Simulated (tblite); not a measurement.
C5H4F3O2 (doublet state).
Cartesian coordinates in Å at the GFN2-xTB level; atoms count from 1:
```
atom  x, y, z in Å
C1     2.4979    0.8182    0.3946
C2     1.3282    0.3092   -0.2032
O3     0.7188    0.7597   -1.1521
O4     0.9256   -0.8728    0.4193
C5    -0.2422   -1.4420    0.1070
F6    -0.1121   -2.7719    0.0602
C7    -1.4365   -0.8928   -0.1053
C8    -1.7272    0.5680    0.0092
F9    -1.1138    1.1179    1.0917
F10   -3.0516    0.7685    0.1841
H11    2.9452    0.3105    1.2278
H12    2.9442    1.7075   -0.0093
H13   -2.2764   -1.5282   -0.3319
H14   -1.4007    1.1479   -0.8741
```

Computed with GFN2-xTB (tblite): harmonic, unscaled wavenumbers at the GFN2-xTB geometry, gas phase. Against measured fundamentals such values can be off by several per cent, at times by over 20. One conformer, not necessarily the lowest. Open shells enter through the occupations alone, without spin polarisation, and single modes of such species can be off by tens of per cent.

Harmonic wavenumbers (cm⁻¹): 59.2, 83.2, 106.9, 144.7, 170.7, 201.0, 309.0, 341.0, 391.8, 399.1, 465.0, 516.6, 548.3, 586.6, 636.5, 647.6, 745.6, 773.1, 848.6, 947.5, 982.8, 1002.9, 1040.6, 1101.8, 1122.7, 1168.0, 1227.3, 1239.1, 1280.7, 1349.4, 1639.0, 1682.9, 2832.1, 3127.6, 3128.0, 3189.8.

A = 1706, B = 1132, C = 784.9 MHz; mass 153.016 u (most abundant isotopes); point group C1, symmetry number 1; spin multiplicity 2.

Q: What is the zero-point energy?

A: ½Σν̃ = 18018 cm⁻¹ = 51.52 kcal/mol.

Q: What is S at 500 K and 1 bar for an ideal gas of classical rigid rotors and harmonic oscillators?

A: Translation 43.58, rotation 31.28, vibration 46.69, spin (R ln 2) 1.38: S = 122.9 cal/(mol K).

Q: And Cp and H(500 K) − H(0)?

A: Cp = 51.10 cal/(mol K), of which vibrations give 43.15 (their classical limit is 36 R = 71.5); H(500 K) − H(0) = 15.90 kcal/mol without the zero-point energy, 11.93 from vibrations.

Q: How do the functions run with temperature in this model?

A: 
| T (K) | S (cal/(mol K)) | Cp (cal/(mol K)) | H − H(0) (kcal/mol) | G − H(0) (kcal/mol) | ln q(vib) |
| --- | --- | --- | --- | --- | --- |
| 100 | 71.2 | 18.5 | 1.28 | -5.84 | 1.47 |
| 200 | 87.0 | 28.4 | 3.62 | -13.78 | 3.98 |
| 300 | 100.3 | 37.5 | 6.93 | -23.17 | 6.54 |
| 800 | 149.6 | 62.1 | 33.07 | -86.64 | 18.25 |
| 1000 | 164.0 | 66.3 | 45.93 | -118.04 | 22.26 |

q(vib) and H(0) count from the zero-point level.

Q: What must be added to the electronic energy to get the Gibbs energy at 500 K and 1 bar?

A: ZPE + [H(500 K) − H(0)] − T·S = 51.52 + 15.90 − 61.47 = 5.95 kcal/mol.

Q: Which modes carry the vibrational entropy at 500 K?

A: 59.2 cm⁻¹: 5.51; 83.2 cm⁻¹: 4.83; 106.9 cm⁻¹: 4.34; 144.7 cm⁻¹: 3.74; 170.7 cm⁻¹: 3.42; 201.0 cm⁻¹: 3.10 cal/(mol K); the other 30 give 21.75 together.

Hindered rotation and anharmonicity are outside this model. Other conformers, if any are populated, would add a mixing term that is left out. The structure is chiral; the term R ln 2 for an equal mix with its mirror image is left out.
